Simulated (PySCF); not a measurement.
Stepwise substitution at one centre (Ge NH2-OCH3). Gas-phase values, no solvent. One relaxed conformer stands for each flexible species; it need not be the lowest. Strings in code marks are SMILES.

The numbers are results of r2SCAN-D4/def2-TZVP // r2SCAN-D4/def2-SVP run with PySCF, not measurements. Excitations are Tamm–Dancoff values on a coarser integration grid. The basis has no diffuse functions, so Rydberg states are missing or too high.

| species | T1 excitation (TDA) (eV) | S1 oscillator strength |
|---|---|---|
| 0 of 4 NH2 replaced by OCH3 | 5.98 | 0.000 |
| 1 of 4 NH2 replaced by OCH3 (`[NH2][Ge]([O]C)([NH2])[NH2]`) | 5.95 | 0.020 |
| 2 of 4 NH2 replaced by OCH3 (`C[O][Ge]([O]C)([NH2])[NH2]`) | ___ | 0.014 |
| 3 of 4 NH2 replaced by OCH3 | ___ | 0.006 |

Q: Complete the blanks.

A: 
- 2 of 4 NH2 replaced by OCH3 (`C[O][Ge]([O]C)([NH2])[NH2]`), T1 excitation (TDA) (eV): 5.99
- 3 of 4 NH2 replaced by OCH3, T1 excitation (TDA) (eV): 6.01
